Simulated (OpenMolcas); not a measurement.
**F3+: input and output**

Input:

```
&GATEWAY
Coord
1

F 0.0 0.0 0.0
Basis=ANO-RCC-VTZP
Group=XYZ
NoMove
AngMom=0.0 0.0 0.0
AMFI
&SEWARD
&RASSCF
FileOrb=start.orb
Symmetry=1
Spin=3
nActEl=4 0 0
Inactive=1 0
Ras2=1 3
CIRoot=6 6 1
SDav=6
CIMx=300
Iter=120 100
PrWF=0.3
OrbListing=Nothing
MaxOrb=0
Atom
>>> COPY $Project.JobIph JOBPRE
&RASSCF
FileOrb=start.orb
Symmetry=1
Spin=3
nActEl=4 0 2
Inactive=1 0
Ras2=1 3
Ras3=5 0
CIRoot=3 3 1
SDav=211
CIMx=300
Iter=120 100
PrWF=0.3
OrbListing=Nothing
MaxOrb=0
Thrs=2.0e-7 1.0e-1 5.0e-4
Atom
>>> COPY $Project.JobIph JOB001
&RASSCF
FileOrb=start.orb
Symmetry=1
Spin=1
nActEl=4 0 2
Inactive=1 0
Ras2=1 3
Ras3=5 0
CIRoot=6 6 1
SDav=192
CIMx=300
Iter=120 100
PrWF=0.3
OrbListing=Nothing
MaxOrb=0
Thrs=2.0e-7 1.0e-1 5.0e-4
Atom
>>> COPY $Project.JobIph JOB002
&RASSCF
FileOrb=start.orb
Symmetry=2
Spin=5
nActEl=4 0 2
Inactive=1 0
Ras2=1 3
Ras3=5 0
CIRoot=1 1 1
SDav=36
CIMx=300
Iter=120 100
PrWF=0.3
OrbListing=Nothing
MaxOrb=0
Thrs=2.0e-7 1.0e-1 5.0e-4
Atom
>>> COPY $Project.JobIph JOB003
&RASSCF
FileOrb=start.orb
Symmetry=2
Spin=3
nActEl=4 0 2
Inactive=1 0
Ras2=1 3
Ras3=5 0
CIRoot=9 9 1
SDav=174
CIMx=300
Iter=120 100
PrWF=0.3
OrbListing=Nothing
MaxOrb=0
Thrs=2.0e-7 1.0e-1 5.0e-4
Atom
>>> COPY $Project.JobIph JOB004
&RASSCF
FileOrb=start.orb
Symmetry=2
Spin=1
nActEl=4 0 2
Inactive=1 0
Ras2=1 3
Ras3=5 0
CIRoot=8 8 1
SDav=138
CIMx=300
Iter=120 100
PrWF=0.3
OrbListing=Nothing
MaxOrb=0
Thrs=2.0e-7 1.0e-1 5.0e-4
Atom
>>> COPY $Project.JobIph JOB005
&RASSI
NrOfJobIphs=5 3 6 1 9 8
1 2 3
1 2 3 4 5 6
1
1 2 3 4 5 6 7 8 9
1 2 3 4 5 6 7 8
IphNames
JOB001
JOB002
JOB003
JOB004
JOB005
EJob
SpinOrbit
DIPRint=1.0
SOCoupling=1000.0
Subsets=2
MEES
Property=10
'ANGMOM' 1 'ANGMOM' 2 'ANGMOM' 3 'MLTPL  1' 1 'MLTPL  1' 2 'MLTPL  1' 3
'AMFI' 1 'AMFI' 2 'AMFI' 3 'MLTPL  2' 6
SOProperty=3
'ANGMOM' 1 'ANGMOM' 2 'ANGMOM' 3
```

A driver script runs the steps one by one and writes start.orb anew before each from the orbitals found so far.

Output, cut to the results:

```
--- SEWARD ---
Basis set label: F.ANO-RCC...4S3P2D1F.

      Electronic valence basis set:
      ------------------
      Associated Effective Charge   9.000000 au
      Associated Actual Charge      9.000000 au
      Nuclear Model: Point charge

      Shell  nPrim  nBasis  Cartesian Spherical Contaminant
         s      14       4        X
         p       9       3        X
         d       4       2                 X
         f       3       1                 X
                  Relativistic Douglas-Kroll-Hess integrals:
                    - DKH order of Hamiltonian: 2
                    - DKH order of Properties : 0
                  Atomic mean-field integrals
--- RASSCF ---
Wave function specifications:
      -----------------------------

      Number of closed shell electrons           2
      Number of electrons in active shells       4
      Max number of holes in RAS1 space          0
      Max nr of electrons in RAS3 space          2
      Number of inactive orbitals                1
      Number of active orbitals                  9
      Number of secondary orbitals              20
      Spin quantum number                      1.0
      State symmetry                             1
Orbital specifications:
      -----------------------

      Symmetry species                           1   2
                                                ag  au
      Frozen orbitals                            0   0
      Inactive orbitals                          1   0
      Active orbitals                            6   3
      RAS1 orbitals                              0   0
      RAS2 orbitals                              1   3
      RAS3 orbitals                              5   0
      Secondary orbitals                         7  13
      Deleted orbitals                           0   0
      Number of basis functions                 14  16
      Number of CSFs                           211
      Number of root(s) required                 3
      Iter CI   SX   CI       RASSCF       Energy    max ROT     max BLB   max BLB  Level Ln srch  Step   QN
          iter iter root      energy       change     param      element    value   shift minimum  type update
 Nr of preliminary CI iterations:   1
        1   1    6    0   -95.48251950    0.00E+00  -2.82E-02    1   9 1  4.41E-02*  0.00   0.00    SX    NO
        2   1    6    0   -95.48560852   -3.09E-03* -1.71E-02    2   9 1  1.02E-02*  0.00   0.00    SX    NO
        3   1    6    0   -95.48568237   -7.39E-05* -3.21E-03    1   4 2  1.07E-03*  0.00   0.00    SX    NO
        4   1    5    0   -95.48568581   -3.44E-06* -1.03E-03    2   9 1  2.36E-04   0.00   0.00    SX    NO
        5   1    4    0   -95.48568601   -2.01E-07*  2.34E-04    1   4 2  6.71E-05   0.00   0.91    QN   YES
        6   1    4    0   -95.48568603   -1.36E-08   4.85E-05    2   9 1 -6.58E-06   0.00   1.12    QN   YES
      Convergence after  6 iterations
        7   1    4    0   -95.48568603   -2.12E-10   4.85E-05    1   9 1 -4.49E-07   0.00   1.12    QN   YES
      Natural orbitals and occupation numbers for root  1
      sym 1:   1.958606   0.002674   0.001609   0.001900   0.001900   0.002674
      sym 2:   0.034926   0.997855   0.997855
      Natural orbitals and occupation numbers for root  2
      sym 1:   1.958606   0.001609   0.001900   0.002674   0.002674   0.001900
      sym 2:   0.997855   0.997855   0.034926
      Natural orbitals and occupation numbers for root  3
      sym 1:   1.958606   0.002674   0.002674   0.001609   0.001900   0.001900
      sym 2:   0.034926   0.997855   0.997855
::    RASSCF root number  1 Total energy:    -95.48568603
::    RASSCF root number  2 Total energy:    -95.48568603
::    RASSCF root number  3 Total energy:    -95.48568603
--- RASSCF ---
Wave function specifications:
      -----------------------------

      Number of closed shell electrons           2
      Number of electrons in active shells       4
      Max number of holes in RAS1 space          0
      Max nr of electrons in RAS3 space          2
      Number of inactive orbitals                1
      Number of active orbitals                  9
      Number of secondary orbitals              20
      Spin quantum number                      0.0
      State symmetry                             1
Orbital specifications:
      -----------------------

      Symmetry species                           1   2
                                                ag  au
...
--- RASSI ---
SPIN-FREE ENERGIES:
  (Shifted by EMIN (a.u.) =        -95.4856860284)

 SF State       Relative EMIN(au)   Rel lowest level(eV)    D:o, cm**(-1)      L_eff

     1             0.0000000000        0.0000000000              0.0000         1.0
     2             0.0000000000        0.0000000000              0.0000         1.0
     3             0.0000000000        0.0000000000              0.0000         1.0
     4             0.1222075262        3.3254361987          26821.4518         2.0
     5             0.1222075262        3.3254361987          26821.4518         2.0
     6             0.1222075262        3.3254361987          26821.4518         2.0
     7             0.1222075262        3.3254361987          26821.4518         2.0
     8             0.1222075262        3.3254361987          26821.4518         2.0
     9             0.2579661877        7.0196175714          56617.0339         0.0
    10             0.3248851029        8.8405740202          71304.0382         0.0
    11             0.6838163503       18.6075908282         150080.3414         2.0
    12             0.6838163503       18.6075908282         150080.3414         2.0
    13             0.6838163503       18.6075908282         150080.3414         2.0
    14             0.6838163503       18.6075908282         150080.3414         2.0
    15             0.6838163503       18.6075908282         150080.3414         2.0
    16             0.8182021277       22.2644141232         179574.6103         1.0
    17             0.8182021277       22.2644141232         179574.6103         1.0
    18             0.8182021277       22.2644141232         179574.6103         1.0
    20             1.0682327163       29.0680930428         234449.9816         2.0
    21             1.0682327163       29.0680930428         234449.9816         2.0
    22             1.0682327163       29.0680930428         234449.9816         2.0
...
```

Levels above the lowest, from the spin-orbit matrix, grouped by J:

| Configuration | Term | J | E (cm-1) | Measured (cm-1) | g | Term weight % |
| --- | --- | --- | --- | --- | --- | --- |
| 2s2 2p2 | 3P | 0 | 0.0 | 0.0 |  | 100 |
| 2s2 2p2 | 3P | 1 | 223 | 225 | 1.501 | 100 |
| 2s2 2p2 | 3P | 2 | 652 | 613 | 1.501 | 100 |
| 2s2 2p2 | 1D | 2 | 27264 | 25241 | 1.000 | 100 |
| 2s2 2p2 | 1S | 0 | 57063 | 53544 |  | 100 |
| 2s 2p3 | 5S* | 2 | 71742 |  | 2.002 | 100 |
| 2s 2p3 | 3D* | 1 | 150514 | 147902 | 0.499 | 100 |
| 2s 2p3 | 3D* | 2 | 150515 | 147889 | 1.167 | 100 |
| 2s 2p3 | 3D* | 3 | 150521 | 147842 | 1.334 | 100 |
| 2s 2p3 | 3P* | 0 | 180014 |  |  | 100 |
| 2s 2p3 | 3P* | 1 | 180015 | 175242 | 1.501 | 100 |
| 2s 2p3 | 3P* | 2 | 180019 | 175237 | 1.501 | 100 |
| 2s 2p3 | 1D* | 2 | 234891 |  | 1.000 | 100 |
| 2s 2p3 | 3S* | 1 | 244100 |  | 2.002 | 100 |
| 2s 2p3 | 1P* | 1 | 265984 | 257390 | 1.000 | 100 |

Against the 10 measured excited levels shown (Moore, Atomic Energy Levels, vol. I, NSRDS-NBS 35 (1971 reprint of NBS Circular 467, 1949)) the mean absolute deviation is 3200 cm-1; the largest miss in energy is 2s 2p3 1P* 1: computed 265984, measured 257390 cm-1 (+3.3 %), and the largest in proportion 2s2 2p2 1D2 (+8.0 %).

Active for correlation alone: 3d; no level in the range computed is led by a configuration that fills it, so any true level of that kind is missing. Computed and measured levels are paired by configuration, term and J; levels that our copy of the source lacks, or whose pairing is in doubt (as where it misses far off the trend of its configuration), stay unpaired and out of the deviations. Only configurations of the active space appear. The first state left out of the spin-orbit step lies near 350000 cm-1 above the lowest spin-free state of the reference (among the parities and spins computed), and the list stops at four fifths of that energy or lower.

The term weight is that of the spin-free term in the level, not the purity of its configuration. * marks odd parity.
